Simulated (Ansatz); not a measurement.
Mulliken charges of `O=C1B[SiH2]C1` from ωB97M-V/def2-TZVPP in Ansatz (PBE0-D4/def2-TZVP geometry).

```
atom   x (Å)   y (Å)   z (Å)  charge (e)
  O1  -1.799   0.800   1.433      -0.246
  C2  -0.877   0.343   0.807       0.156
  B3   0.264  -0.753   1.243      -0.055
 Si4   0.992  -0.507  -0.638       0.099
  C5  -0.500   0.686  -0.648      -0.288
  H6   0.398  -1.319   2.280       0.124
  H7   2.320   0.144  -0.799      -0.018
  H8   0.883  -1.654  -1.580      -0.018
  H9  -1.319   0.456  -1.337       0.123
 H10  -0.280   1.753  -0.758       0.123
```

Question: By hand: the dipole of these point charges (1 e Å = 4.8032 D).

Answer: Σ q r = (0.328, -0.214, -0.104) e Å, of length 0.405 e Å = 1.95 D.

Question: How does the dipole of the full density compare? (Best estimate.)

Answer: Ansatz gave: (0.346, -0.144, -0.291) e Å, 2.28 D; the point charges give 0.86 times that, at 25° from its direction.

Point charges leave out the atoms' own dipoles, such as those of lone pairs, and Mulliken's split depends on the basis, so the two needn't agree.
